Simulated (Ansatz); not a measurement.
A nudged elastic band was laid between two geometries of CH6AsBSSe (11 atoms, charge 0, multiplicity 1).

Method: RKS PBE-D4/def2-SVP in Ansatz.

```yaml
movable_images: 7
climbing_image: yes
spring: 5.0 eV/Å²
optimiser: quadratic models (default)
start_path: IDPP
force_threshold: 0.05 eV/Å
iteration_limit: 60
end_points: relaxed
```

Image 0:

```xyz
11
Properties=species:S:1:pos:R:3
B -0.913 1.241 0.242
C 0.336 0.353 -0.126
S 1.514 1.105 -1.227
As 1.164 -0.825 1.231
Se -1.341 -0.364 -1.181
H -1.066 2.298 -0.345
H -1.502 1.023 1.285
H 2.218 -0.014 -1.584
H -0.132 -1.558 1.631
H 1.558 -1.957 0.254
H -1.771 -1.358 -0.160
```

Image 8:

```xyz
11
Properties=species:S:1:pos:R:3
B -0.630 1.421 0.358
C 0.165 0.171 -0.184
S 1.243 0.481 -1.553
As 0.536 -1.312 1.088
Se -1.865 0.029 -0.781
H -0.568 2.457 -0.279
H -1.000 1.427 1.517
H 1.518 -0.813 -1.904
H 1.015 -2.321 0.018
H 1.985 -0.845 1.340
H -2.333 -0.751 0.400
```

Q: Which bonds break or form, and what moves?

A: No bond is made or broken. The dihedral S3–C2–As4–H9 goes from -164 to -39°.

Q: Give the energies along the band, and the barrier.

A: It converged. The highest image is number 4 of 0 to 8, 3.1 kcal/mol above the first end and 3.3 kcal/mol above the last; the last end lies 0.2 kcal/mol below the first. A vibrational analysis at the climbing image gives one clearly imaginary mode, 180i cm⁻¹: a first-order saddle point.

| image | path coordinate (Å) | energy (kcal/mol) | dihedral S3–C2–As4–H9 (°) |
| --- | --- | --- | --- |
| 0 | 0.00 | 0.0 | -164 |
| 1 | 0.46 | 0.4 | -150 |
| 2 | 0.92 | 1.5 | -135 |
| 3 | 1.38 | 2.6 | -119 |
| 4 | 1.85 | 3.1 | -103 |
| 5 | 2.32 | 2.5 | -86 |
| 6 | 2.79 | 1.2 | -70 |
| 7 | 3.26 | 0.1 | -54 |
| 8 | 3.73 | -0.2 | -39 |

Q: What is the geometry of the highest image?

A: 
```xyz
11
Properties=species:S:1:pos:R:3:forces:R:3
B -0.665 1.475 0.276 0.01 -0.03 0.04
C 0.262 0.267 -0.141 0.03 0.01 -0.01
S 1.368 0.607 -1.484 0.01 0.01 0.00
As 0.869 -1.007 1.290 0.00 0.00 -0.02
Se -1.699 -0.101 -0.827 -0.05 -0.03 0.00
H -0.681 2.475 -0.419 0.02 0.00 -0.01
H -1.088 1.508 1.417 -0.01 0.01 -0.01
H 1.744 -0.673 -1.791 0.00 0.01 0.00
H 0.042 -2.224 0.819 0.00 0.01 0.00
H 2.084 -1.541 0.504 -0.01 0.01 0.01
H -2.171 -0.843 0.376 0.00 0.01 0.00
```

Q: What are the harmonic wavenumbers there?

A: 180i, 125, 142, 210, 227, 318, 353, 384, 436, 504, 655, 683, 724, 746, 747, 867, 895, 947, 957, 1058, 1153, 2104, 2123, 2328, 2493, 2553, 2588 cm⁻¹.

The band took 4 iterations and about 90 core-seconds.

Run time: 47 s on 2 threads of AMD EPYC 9R45 96-Core Processor (Zen 5), on a shared host, peak memory 0.24 GiB.
